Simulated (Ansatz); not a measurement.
A structure relaxed at PBE0-D4/def2-TZVP, charge 0, multiplicity 1:

Cartesian coordinates in Å:
```
F -1.693 -1.426 -1.517
In -0.306 -1.361 -0.122
Si 0.396 1.071 0.253
H 0.023 -2.950 0.428
H -0.792 1.864 0.664
H 0.937 1.624 -1.016
H 1.437 1.178 1.309
```

(1) Give its formula and SMILES.

(2) Point group (tolerance 0.08 Å, 0.16 Å for H)?

(3) Summarise the bond lengths by kind.

## Answers

(1) FH4InSi, `[F][InH][SiH3]`.

(2) Cs.

(3) 1 × F–In 1.968 Å; 1 × In–Si 2.559 Å; 1 × H–In 1.714 Å; 3 × H–Si 1.486 to 1.487 Å.

All numbers were calculated with Ansatz.
